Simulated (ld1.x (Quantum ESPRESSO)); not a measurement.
# Mn: variants of one TM potential

Base potential:

- Element: Mn (Z = 25)
- Generator: ld1.x (Quantum ESPRESSO) 7.5
- Type: norm-conserving Troullier–Martins (Kleinman–Bylander form)
- Functional: PBE
- Relativity: fully relativistic
- Frozen core: [Ne]
- Valence charge: 15
- Reference configuration: 3s2 3p6 3d5 4s2 4p0
- Partial waves: 3s (bound): rc 0.85 bohr; 3d (bound): rc 2.00 bohr; 3p (bound): rc 1.20 bohr
- Local potential: the p channel
- Core correction: a·sin(br)/r model core inside 0.60 bohr

Open shells are filled in proportion to 2j + 1 (rel_dist='average').

Occupied shells without a wave of their own: 4s. They enter only through the test configuration that unscreens the potential, and ld1.x also counts them in the model core charge.

Cutoffs, loose and tight: the cutoffs (Ry, on a coarse ladder) from which the occupation-weighted sum of valence levels, in a spherical-Bessel basis at the reference potential, stays within 10 and 1 mRy of its value at 400 Ry. They do not see the model core or the augmentation charge, which bear on the density cutoff. Test errors are all-electron minus pseudo excitation energies from the reference, over the configurations 3s2 3p6 3d5 4s1 4p0; 3s2 3p6 3d5 4s0 4p0; 3s2 3p6 3d4 4s0 4p0; 3s2 3p6 3d6 4s1 4p0; 3s2 3p6 3d5 4s0 4p1; 3s2 3p6 3d4 4s2 4p0; 3s2 3p6 3d6 4s0 4p0. A dash means not determined; rows that change the core or the reference have their own tests.

With those shells counted twice in exchange and correlation these files are broken, and their errors move erratically; no question is asked of them.

A true bound ghost makes a file unfit for plane-wave use even where its test errors are small: the radial tests pick states by their node count and pass the ghost by. Where a test does run into it, the solver fails or the error is huge.

Cutoffs are not given where the Bessel-basis levels miss the radial ones by over 6 mRy, ghosts where they miss by over 20 mRy; a channel whose overlap is not positive is not tested.

| change | outcome | cutoff, loose | cutoff, tight | bound ghosts | largest test error (meV) |
| --- | --- | --- | --- | --- | --- |
| base | generated, misses its reference levels by 0.85 eV | – | – | not determined | -1292 |
| wave 3p (bound): rc 1.20 bohr becomes 3p (bound): rc 1.04 bohr | generated, misses its reference levels by 0.85 eV | – | – | not determined | -1205 |
| wave 3s (bound): rc 0.85 bohr becomes 3s (bound): rc 0.76 bohr | generated, misses its reference levels by 0.85 eV | – | – | not determined | -1270 |
| core [Ar], valence charge 7; reference 3d5 4s2 4p0; waves now 4s (bound): rc 2.45 bohr; 3d (bound): rc 1.70 bohr; 4p (bound): rc 2.50 bohr; core correction none | generated | 90 Ry | 140 Ry | s | -946 |
| reference 3s2 3p6 3d5 4s1.75 4p0.25 | generated, misses its reference levels by 0.85 eV | – | – | not determined | -853 |
| wave 3d (bound): rc 2.00 bohr becomes 3d (bound): rc 2.06 bohr | generated, misses its reference levels by 0.85 eV | – | – | not determined | -1280 |
| local potential the s channel | generated | – | – | not determined | -1119 |
| type ultrasoft; waves now 3s (bound): rc 0.85 bohr; 4s (bound): rc 0.85 bohr; 3p (bound): rc 1.20 bohr; 4p (bound): rc 1.20 bohr; 3d (bound): rcut 1.75, rcutus 2.00 bohr; 3d channel at 1.85 Ry: rcut 1.75, rcutus 2.00 bohr; local potential all-electron potential smoothed inside 1.85 bohr (lloc = -1); augmentation PSQ, radius 0.60 bohr | generated | 180 Ry | over 300 Ry | s | 7 of 7 tests not solved or not reliable |
| all radii but the core radius scaled by about 0.97 (s 0.82, p 1.16, d 1.94 bohr) | generated, misses its reference levels by 0.85 eV | – | – | not determined | -1273 |
| core correction a·sin(br)/r model core inside 0.48 bohr | generated, misses its reference levels by 0.85 eV | – | – | not determined | -1292 |
| functional LDA (PZ) | generated, misses its reference levels by 0.86 eV | – | – | not determined | -1451 |
| scalar-relativistic | generated | 180 Ry | 300 Ry | none | -1296 |
